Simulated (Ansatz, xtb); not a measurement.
**Relative energy of two conformers of C2H10AlN**

Structure I is `C[CH2][AlH2-][NH3+]`, a singlet and structure II is `C[CH2][AlH2-][NH3+]`, a singlet. Both are isolated molecules in the gas phase, relaxed with B3LYP-D3(BJ)/6-311G**.

I (Å):

```yaml
atoms:
  - { symbol: C, position_ang: [-0.1755, 1.4870, 0.5484] }
  - { symbol: C, position_ang: [0.4672, 0.1287, 0.2018] }
  - { symbol: Al, position_ang: [0.1100, -0.4968, -1.6538] }
  - { symbol: N, position_ang: [1.1509, -2.3130, -1.6454] }
  - { symbol: H, position_ang: [0.0373, 1.8064, 1.5751] }
  - { symbol: H, position_ang: [-1.2647, 1.4519, 0.4426] }
  - { symbol: H, position_ang: [0.1845, 2.2799, -0.1154] }
  - { symbol: H, position_ang: [1.5527, 0.1983, 0.3643] }
  - { symbol: H, position_ang: [0.1115, -0.6252, 0.9192] }
  - { symbol: H, position_ang: [0.8938, 0.2276, -2.8510] }
  - { symbol: H, position_ang: [-1.3557, -1.0575, -1.9847] }
  - { symbol: H, position_ang: [0.7872, -2.9450, -0.9357] }
  - { symbol: H, position_ang: [2.1406, -2.1719, -1.4558] }
  - { symbol: H, position_ang: [1.0736, -2.7826, -2.5446] }
```

II (Å):

```tsv
atom	x (Å)	y (Å)	z (Å)
C	1.8187	1.6266	-1.0264
C	1.7602	0.0959	-0.8586
Al	-0.0760	-0.6709	-0.8171
N	-0.8417	0.0976	-2.6062
H	1.2414	2.1378	-0.2490
H	1.4074	1.9501	-1.9923
H	2.8396	2.0231	-0.9834
H	2.2688	-0.1778	0.0752
H	2.3529	-0.3844	-1.6493
H	-0.2559	-2.2353	-1.1168
H	-1.1246	0.0108	0.1876
H	-0.8021	1.1145	-2.6078
H	-0.3184	-0.2333	-3.4137
H	-1.8134	-0.1740	-2.7352
```

Problem. Estimate E(II) − E(I) at the level CCSD(T)/def2-SVP + ΔMP2/def2-TZVPP.

Solution. Too close to call at this level: CCSD(T)/def2-SVP + ΔMP2/def2-TZVPP gives E(II) − E(I) = −0.56 kcal/mol.

Level by level:

```
                             level               geometry  E(II) − E(I) (kcal/mol)  departure from the last row (kcal/mol)  job, with rough time for the two
             B3LYP-D3(BJ)/6-311G**  B3LYP-D3(BJ)/6-311G**                     −0.71                                   −0.15             optimisation, 1.7 min
                       HF/def2-SVP  B3LYP-D3(BJ)/6-311G**                     −0.13                                   +0.43           part of the CCSD(T) run
                      MP2/def2-SVP  B3LYP-D3(BJ)/6-311G**                     −0.54                                   +0.02           part of the CCSD(T) run
                  CCSD(T)/def2-SVP  B3LYP-D3(BJ)/6-311G**                     −0.50                                   +0.06                      single point
CCSD(T)/def2-SVP + ΔMP2/def2-TZVPP  B3LYP-D3(BJ)/6-311G**                     −0.56                                                        single point, 50 s
```

The largest departure from CCSD(T)/def2-SVP + ΔMP2/def2-TZVPP is that of HF/def2-SVP, 0.43 kcal/mol. Levels run at GFN2-xTB geometries aren't shown. The last row adds to CCSD(T) the change of the MP2 difference between the two basis sets, here −0.06 kcal/mol.

With harmonic frequencies from B3LYP-D3(BJ)/6-311G** (ideal gas, rigid rotor, one conformer each, 298.15 K, 1 atm): on the last row, ΔE + ΔZPE = −0.53 kcal/mol. A mode under 50 cm⁻¹ makes harmonic enthalpies and free energies unreliable, so none is given.

The correlated steps freeze 8 core orbitals. Run with Ansatz 0.2.0; the last row on 2 threads of Intel(R) Xeon(R) Processor @ 2.50GHz (Skylake/Cascade Lake) on a shared host.
